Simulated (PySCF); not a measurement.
C₄H₇NSi. Atoms are numbered in the order given.

```xyz
13

C     -1.2201     2.2895     0.6346
C     -1.0849     1.1053     0.3925
C     -0.8238    -0.2607     0.0708
C     -1.7113    -1.2472     0.3180
Si     0.8670    -0.6277    -0.7173
N      2.2425    -0.1201     0.2048
H     -1.3663     3.3298     0.8545
H     -2.6883    -1.0505     0.7718
H     -1.4793    -2.2867     0.0670
H      0.9349     0.0906    -2.0202
H      0.9181    -2.1067    -0.8998
H      2.4737     0.8692     0.2243
H      2.4128    -0.5374     1.1158
```
Charge 0, spin multiplicity 1.

Coordinates come from a B3LYP-D3(BJ)/def2-SVP optimisation. The structure was generated by enumeration, and PubChem lists no compound with its InChIKey, so it may never have been made. One conformer was computed; it need not be the lowest.

These are PySCF with r2SCAN/def2-TZVP values and carry that method's errors.

Isolated molecule, no solvent.

Question: Estimate the frontier levels, gap, dipole moment and polarisability. (Estimate from the structure and the level; the computed values follow.)

Answer: 
```yaml
highest_occupied_level: -6.25 eV
lowest_empty_level: -1.97 eV
orbital_gap: 4.28 eV
dipole_moment: 1.19 D
quadrupole, principal values (traceless, Buckingham form, about the centre of nuclear charge): -6.73, -1.10, 7.83 D·Å
mean_static_polarisability: 82.3 bohr³ (12.20 Å³)
polarisability_principal_values: 57.1, 83.2, 106.7 bohr³
```
